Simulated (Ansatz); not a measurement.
Born–Oppenheimer molecular dynamics of BrClGaH5N2 (10 atoms, charge 0, multiplicity 1). It starts at the highest image of a converged band. Of that band: Beside the main top the profile has a ripple of under 15 meV (maxima at images 4, 7), which may be a very shallow well or noise. A vibrational analysis at the climbing image gives one clearly imaginary mode, 152i cm⁻¹: a first-order saddle point.

All numbers below come from Ansatz, RKS PBE-D4/def2-SVP.

```
ensemble                      : NVE (velocity Verlet)
time step                     : 0.5 fs
steps asked                   : 200
starting velocities drawn for : 300 K
seed                          : 2073
```

First frame:

```xyz
10
Properties=species:S:1:pos:R:3
Ga 0.013 0.280 -0.221
Cl -0.026 -0.286 2.093
N 1.621 0.214 -1.117
H 1.953 -0.743 -1.289
H 2.373 0.732 -0.649
N -1.613 -0.242 -0.886
H -2.389 -0.223 -0.215
H -1.907 0.230 -1.748
Br 0.115 2.696 0.898
H 0.052 1.383 1.881
```

(1) What does the run give?

(2) What happens to the structure?

(3) How do temperature and energy run in time?

Results:

(1) The run went to its last step.

- steps done: 200
- time covered: 100 fs
- mean temperature over the second half: 190 K
- spread of the potential energy over the second half: 2.7 meV per atom
- mean potential energy of the second half above the start: 11.4 meV per atom

The conserved energy stayed within 0.24 meV per atom of its start (net change 0.17 meV per atom), so the integration is sound. A run of 0.1 ps of so small a system gives no equilibrium averages. The orbitals stay closed-shell, which can raise the energy where a bond breaks towards radicals; this wasn't checked here.

(2) Between its relaxed ends the band would form Ga1–Br9, Cl2–H10 and break Ga1–Cl2, Br9–H10. These pairs go: Ga1–Br9 2.66 → 3.06 Å, Cl2–H10 1.68 → 2.30 Å, Ga1–Cl2 2.38 → 2.23 Å, Br9–H10 1.64 → 1.47 Å. In the last frame they stand as before the step (other bonds may differ from the relaxed reactants and products). It ends as BrH + ClGaH4N2. Pairs count as bonded within 1.25 times the sum of covalent radii (0.12 Å more for H–H). This is one draw of velocities; another would differ in detail.

(3) 
```csv
time (fs),T (K),potential energy less start (eV),conserved less start (meV/atom)
0,300,0.000,0.00
3,210,0.095,0.19
6,193,0.112,0.12
9,209,0.094,0.02
12,137,0.171,0.21
15,180,0.125,0.06
18,189,0.116,0.06
21,173,0.134,0.21
24,236,0.066,0.04
27,178,0.127,0.12
30,134,0.174,0.20
33,190,0.114,0.04
36,138,0.169,0.18
39,131,0.176,0.17
42,190,0.114,0.05
45,169,0.137,0.19
48,190,0.115,0.12
51,182,0.122,0.08
54,146,0.161,0.20
57,193,0.111,0.06
60,162,0.144,0.11
63,147,0.160,0.19
66,227,0.076,0.04
69,210,0.094,0.12
72,178,0.128,0.16
75,207,0.097,0.05
78,180,0.125,0.15
81,178,0.128,0.13
84,196,0.108,0.05
87,168,0.139,0.18
90,215,0.089,0.11
93,235,0.068,0.07
96,182,0.124,0.21
99,236,0.067,0.09
```

The run took 6.1 min on 4 threads of Intel(R) Xeon(R) Platinum 8259CL CPU @ 2.50GHz (Skylake/Cascade Lake) (shared host), peak memory 0.27 GiB.
